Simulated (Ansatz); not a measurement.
# Energy profile

The step: SiH₃F ([F][SiH3]) + H → SiH₃ + HF; bonds formed: F1–H3; bonds broken: F1–Si2 (atoms numbered as in the saddle structure below).

```tsv
atom	x (Å)	y (Å)	z (Å)
F1	-1.0063	-0.1847	-0.8238
Si2	0.4781	0.0903	0.3875
H3	-1.8703	-0.3526	-1.5169
H4	0.5448	1.5437	0.6514
H5	1.6854	-0.4098	-0.3046
H6	0.1683	-0.6871	1.6064
```

Electronic energies by CCSD(T) at an estimated basis limit (MP2 extrapolated from triple and quadruple zeta, plus CCSD(T) − MP2 in triple zeta), on PBE0-D4/def2-TZVP structures; SiH$_{4}$F, doublet; no counterpoise correction; spin–orbit coupling, which lowers free halogen atoms and radicals such as OH and SH, is left out. Computed with Ansatz 0.2.0 (basis: def2-TZVPP and def2-QZVPP); correlated methods freeze the cores; orbitals are unrestricted. Extrapolation: Hartree–Fock as exp(−7.88 √X), correlation as X^−2.97.

**Question.** Give the profile in kcal/mol, counted from the separated reactants. (Judge from chemistry; the value comes from the calculation.)

**Answer.** By the calculation:
```
                                                                                      point  kcal/mol
separated: SiH$_{3}$F (linked as [F][SiH3]; F1, Si2, H4, H5, H6; singlet) + H (H3; doublet)      0.00
                                                                            start structure     -0.07
                                                                                     saddle     44.91
                                                                              end structure     10.69
                     separated: HF (F1, H3; singlet) + SiH$_{3}$ (Si2, H4, H5, H6; doublet)     12.34
```

No T1 diagnostic of these runs exceeds 0.028. ⟨S²⟩ of the unrestricted Hartree–Fock references: 0.75 to 0.77 (a pure state has 0.75).

Radical steps of this kind take place in plasma deposition and etching.

For scale, one of the runs: CCSD(T)/def2-TZVPP, 129 basis functions, launched by `ansatz run in.yaml --threads 2 --pin off --events-out ev --progress --plain --max-ram 4352MiB`. Time: 24 s of wall clock on 2 CPU threads of an Intel Xeon Platinum 8259CL; the host was shared. Peak host memory: 1.4 GiB.
